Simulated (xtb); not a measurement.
C$_{2}$H$_{5}$OS (SMILES [CH2]S(C)=O), doublet, from a rough starting geometry; GFN2-xTB (xtb 6.7.1).

xtb was given this input:
```
$ xtb mol.xyz --gfn 2 --uhf 1 --opt vtight --json

# file mol.xyz
9

C      1.43704719    -0.21195184     0.44701280
S      0.39309136     0.18838508    -0.85322061
C     -1.24451200    -0.16396148    -0.03696996
O      0.44495498     1.66374880    -1.13744692
H      1.53608131    -1.27600260     0.68623433
H      2.28436964     0.44553901     0.70205302
H     -1.35581579     0.43289955     0.85029291
H     -1.35062841    -1.17184727     0.10968966
H     -2.05746391     0.16212336    -0.78640527
```

Problem. Predict the main parts of the log of this xtb run.

Solution. 
```
   ID    Z sym.   atoms
    1    6 C      1, 3
    2   16 S      2
    3    8 O      4
    4    1 H      5-9

           -------------------------------------------------
          |                Calculation Setup                |
           -------------------------------------------------

           -------------------------------------------------
          |                 G F N 2 - x T B                 |
           -------------------------------------------------

          ...................................................
          :                      SETUP                      :
          :.................................................:
          :  # basis functions                  27          :
          :  # atomic orbitals                  26          :
          :  # shells                           14          :
          :  # electrons                        25          :
          :  max. iterations                   250          :
          :  Hamiltonian                  GFN2-xTB          :
          :  restarted?                      false          :
          :  GBSA solvation                  false          :
          :  PC potential                    false          :
          :  electronic temp.          300.0000000     K    :
          :  accuracy                    1.0000000          :
          :  -> integral cutoff          0.2500000E+02      :
          :  -> integral neglect         0.1000000E-07      :
          :  -> SCF convergence          0.1000000E-05 Eh   :
          :  -> wf. convergence          0.1000000E-03 e    :
          :  Broyden damping             0.4000000          :
          :  net charge                          0          :
          :  unpaired electrons                  1          :
          ...................................................

 iter      E             dE          RMSdq      gap      omega  full diag
   1    -14.1116183 -0.141116E+02  0.549E+00    4.77       0.0  T
   2    -14.1353231 -0.237048E-01  0.305E+00    4.83       1.0  T
   3    -14.1335830  0.174012E-02  0.182E+00    4.31       1.0  T
   4    -14.1376765 -0.409347E-02  0.723E-01    4.65       1.0  T
   5    -14.1402329 -0.255647E-02  0.352E-01    4.48       1.0  T
   6    -14.1405292 -0.296255E-03  0.994E-02    4.55       1.0  T
   7    -14.1405408 -0.116036E-04  0.516E-02    4.54       1.0  T
   8    -14.1405429 -0.214392E-05  0.835E-03    4.54       4.0  T
   9    -14.1405430 -0.918800E-07  0.474E-03    4.54       7.0  T
  10    -14.1405430 -0.188506E-07  0.162E-03    4.54      20.5  T
  11    -14.1405430 -0.768091E-08  0.483E-04    4.54      69.0  T
  12    -14.1405430 -0.817984E-09  0.146E-04    4.54     227.8  T

   *** convergence criteria satisfied after 12 iterations ***

         :::::::::::::::::::::::::::::::::::::::::::::::::::::
         ::                     SUMMARY                     ::
         :::::::::::::::::::::::::::::::::::::::::::::::::::::
         :: total energy             -14.018874883650 Eh    ::
         :: gradient norm              0.104044528021 Eh/a0 ::
         :: HOMO-LUMO gap              4.539613727562 eV    ::
         ::.................................................::
         :: SCC energy               -14.140540980318 Eh    ::
         :: -> isotropic ES            0.040000060479 Eh    ::
         :: -> anisotropic ES          0.001249978142 Eh    ::
         :: -> anisotropic XC          0.006350885504 Eh    ::
         :: -> dispersion             -0.004669008807 Eh    ::
         :: repulsion energy           0.121666096667 Eh    ::
         :: add. restraining           0.000000000000 Eh    ::
         :: total charge               0.000000000000 e     ::
         :::::::::::::::::::::::::::::::::::::::::::::::::::::

      -----------------------------------------------------------
     |                   =====================                   |
     |                        A N C O P T                        |
[...]
 * total energy  :   -14.0265772 Eh     change       -0.1076237E-02 Eh
 * total energy  :   -14.0266741 Eh     change       -0.9691661E-04 Eh
 * total energy  :   -14.0267070 Eh     change       -0.3281743E-04 Eh
 * total energy  :   -14.0267195 Eh     change       -0.1250998E-04 Eh
 * total energy  :   -14.0267372 Eh     change       -0.1768844E-04 Eh
 * total energy  :   -14.0267471 Eh     change       -0.9927054E-05 Eh
 * total energy  :   -14.0267528 Eh     change       -0.5675212E-05 Eh
 * total energy  :   -14.0267549 Eh     change       -0.2127284E-05 Eh
 * total energy  :   -14.0267555 Eh     change       -0.5692109E-06 Eh
 * total energy  :   -14.0267557 Eh     change       -0.2491981E-06 Eh
 * total energy  :   -14.0267558 Eh     change       -0.1004235E-06 Eh
 * total energy  :   -14.0267558 Eh     change       -0.3057804E-07 Eh
   *** GEOMETRY OPTIMIZATION CONVERGED AFTER 14 ITERATIONS ***
         :: total energy             -14.026755836129 Eh    ::
[...]
        11        2.0000           -0.4165679             -11.3354
        12        2.0000           -0.3992561             -10.8643
        13        1.0000           -0.3461200              -9.4184 (HOMO)
        14                         -0.1778739              -4.8402 (LUMO)
        15                         -0.1468996              -3.9973
        16                         -0.0646192              -1.7584
        17                          0.0307290               0.8362
        18                          0.0663772               1.8062
        19                          0.1031524               2.8069
        20                          0.1510674               4.1108
        21                          0.1807324               4.9180
        22                          0.2160326               5.8785
        23                          0.2343656               6.3774
        24                          0.3176537               8.6438
       ...                                ...                  ...
        26                          0.9405524              25.5937
      -------------------------------------------------------------
                  HL-Gap            0.1682460 Eh            4.5782 eV
             Fermi-level           -0.3173425 Eh           -8.6353 eV

     #   Z          covCN         q      C6AA      α(0)
     1   6 C        2.827    -0.158    32.076     9.280
     2  16 S        2.797     0.424   124.965    18.815
     3   6 C        3.739    -0.130    23.085     6.856
     4   8 O        0.860    -0.467    23.055     6.438
     5   1 H        0.926     0.047     2.353     2.399
     6   1 H        0.926     0.067     2.118     2.276
     7   1 H        0.925     0.080     1.982     2.202
     8   1 H        0.925     0.065     2.138     2.286
     9   1 H        0.925     0.071     2.070     2.250

 Mol. C6AA /au·bohr⁶  :       1130.735887
 Mol. C8AA /au·bohr⁸  :      32710.090590
 Mol. α(0) /au        :         52.800455

Wiberg/Mayer (AO) data.
largest (>0.10) Wiberg bond orders for each atom

 ---------------------------------------------------------------------------
     #   Z sym  total        # sym  WBO       # sym  WBO       # sym  WBO
 ---------------------------------------------------------------------------
     1   6 C    3.437 --     2 S    1.236     5 H    0.980     6 H    0.974
                             4 O    0.144
     2  16 S    3.936 --     4 O    1.795     1 C    1.236     3 C    0.864
     3   6 C    3.973 --     8 H    0.984     9 H    0.980     7 H    0.979
                             2 S    0.864
     4   8 O    2.034 --     2 S    1.795     1 C    0.144
     5   1 H    0.998 --     1 C    0.980
     6   1 H    0.996 --     1 C    0.974
     7   1 H    0.994 --     3 C    0.979
     8   1 H    0.996 --     3 C    0.984
     9   1 H    0.995 --     3 C    0.980
 ---------------------------------------------------------------------------

Topologies differ in total number of bonds
Writing topology from bond orders to xtbtopo.mol

molecular dipole:
                 x           y           z       tot (Debye)
 q only:       -0.422      -1.315       0.295
   full:       -0.395      -1.310       0.484       3.689
molecular quadrupole (traceless):
                xx          xy          yy          xz          yz          zz
 q only:        3.684      -1.580      -4.515       0.690       3.986       0.831
  q+dip:        4.730      -1.754      -4.318       1.555       4.451      -0.412
   full:        5.091      -1.746      -4.768       1.218       4.258      -0.322

optimized geometry written to: xtbopt.xyz

           -------------------------------------------------
          | TOTAL ENERGY              -14.026755836129 Eh   |
          | GRADIENT NORM               0.000033324859 Eh/α |
          | HOMO-LUMO GAP               4.578207304852 eV   |
           -------------------------------------------------

normal termination of xtb
```
